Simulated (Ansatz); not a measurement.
`N[Si]1([SiH3])CC1`, charge 0, multiplicity 1.

(1) Give a relaxed structure at PBE0-D4/def2-TZVP (the Gaussian-basis code of Ansatz). (An estimate is asked.)

## Answers

(1) Ansatz gave: 
Cartesian coordinates in Å:
```
N 1.274 -0.973 -1.289
Si 0.226 -0.172 -0.196
Si 1.262 1.292 1.272
C -1.488 0.202 -0.770
C -1.404 -0.888 0.325
H 1.926 -1.675 -0.979
H 1.007 -1.108 -2.250
H 2.278 0.589 2.105
H 0.228 1.863 2.178
H 1.946 2.404 0.558
H -1.795 -0.140 -1.755
H -1.969 1.135 -0.493
H -1.657 -1.894 0.006
H -1.834 -0.634 1.289
```
This is one stationary point; other conformers may exist.
